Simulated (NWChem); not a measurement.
System: MgBr2; SMILES [Br][Mg][Br]

The following NWChem deck was run.

```
start job
memory heap 200 mb stack 900 mb global 1100 mb
geometry units angstroms
  Mg     0.000000     0.000000     0.156600
  Br     2.341420     0.000000     0.156461
  Br    -2.341420     0.000000     0.156461
end
basis spherical
  * library def2-svp
end
dft
  xc slater vwn_5
  iterations 150
end
driver
  maxiter 120
end
task dft optimize
task dft freq
```

This build's default masses of Se (78.918 u) and Br (79.917 u) are each other's, which moves their modes by up to 0.6 %.

The level has its own optimisation; frequencies are unscaled.

What results follow from this input? (LDA (Slater exchange, VWN5)/def2-SVP.) Quantities: r Br–Mg (Å); highest harmonic frequency (cm⁻¹); lowest (cm⁻¹); zero-point energy (kcal/mol).


```
Item                               Value
---------------------------------  -----
r Br–Mg (Å)                        2.323
highest harmonic frequency (cm⁻¹)    531
lowest (cm⁻¹)                        109
zero-point energy (kcal/mol)         1.3
```
